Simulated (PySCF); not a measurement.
# C²⁺ (carbon, charge +2) across methods

[He] 2s2, closed-shell 1S. Computed with PySCF 2.14 in aug-cc-pwCVQZ (9s8p6d4f2g, 109 functions), with no relativity, point nucleus.

```
   method  E (hartree)  mean ε 1s (eV)  mean ε 2s (eV)  Σ⟨r²⟩ (bohr²)   ⟨S²⟩
CAM-B3LYP     -36.4952         -318.22         -43.603          4.601  0.000
      LDA     -36.1299         -305.86         -40.158          4.610  0.000
   r2SCAN     -36.4869         -312.32         -40.665          4.592  0.000
    TPSSh     -36.5241         -314.37         -41.285          4.560  0.000
  r2SCAN0     -36.4911         -320.43         -42.202          4.592  0.000
      PBE     -36.4609         -308.42         -40.361          4.572  0.000
     PBE0     -36.4713         -317.54         -42.038          4.573  0.000
```

**Question.** Estimate the same row for UHF.

**Answer.** E (hartree) = -36.40829; mean ε 1s (eV) = -344.24; mean ε 2s (eV) = -46.098; Σ⟨r²⟩ (bohr²) = 4.624; ⟨S²⟩ = 0.000.
